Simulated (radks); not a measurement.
Question: The mean radii <r> (bohr) of the occupied orbitals of an atom or ion are listed with their occupations. All-electron calculation, non-relativistic Kohn-Sham, PBE, spin-polarised, spherical densities, point nucleus. Program: a radial shooting solver on a logarithmic mesh with Libxc functionals.

| orbital | occ. | <r> |
|---|---|---|
| 1s | 2 | 0.9459 |

Name the element and its charge. Open shells, if any, are filled with parallel spins first.

Answer: Z = 2, helium, charge 0: He in [He]. The 1s radius gives Z: for a bare nucleus <r> = 1.5/Z, 0.75 bohr for Z = 2, and screening makes it slightly larger (0.9459 here). The occupations add up to 2, and the charge is Z minus that.
